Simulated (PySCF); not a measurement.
**Sr₂Te: bending curve**

All numbers come from PBE0/[Te def2-SVP with ECP28, Sr def2-SVP with ECP28], scalar-relativistic core potentials, density fitting, no spin–orbit coupling, PySCF.

Rigid scan from the singlet minimum (Sr–Sr 3.679 Å, Te–Sr 3.017 Å (×2); Sr–Sr–Te 52.4° (×2), Sr–Te–Sr 75.1°). Coordinate: the Sr–Te–Sr angle, bonds fixed. Energies in kJ/mol from the minimum.

Q: Predict the curve at 80, 90, 100, 110, 120, 130, 140, 150, 160, 170, 180.

A: 
```
bond angle (°)  E (kJ/mol)  dipole size (D)
            80         2.6             4.84
            90        17.3             4.19
           100        33.4             3.76
           110        45.8             3.49
           120        52.8             3.27
           130        56.4             2.98
           140        58.4             2.55
           150        59.5             2.01
           160        59.5             1.38
           170        59.6             0.70
           180        59.6             0.00
```

With the bonds held, the linear shape lies 59.6 kJ/mol from the minimum.

The scan took 12 s on 2 threads of a shared Intel Xeon Platinum 8488C (Sapphire Rapids) host; the process peaked at 0.69 GiB. Launch command: `OMP_NUM_THREADS=2 python axn.py task.json out`.
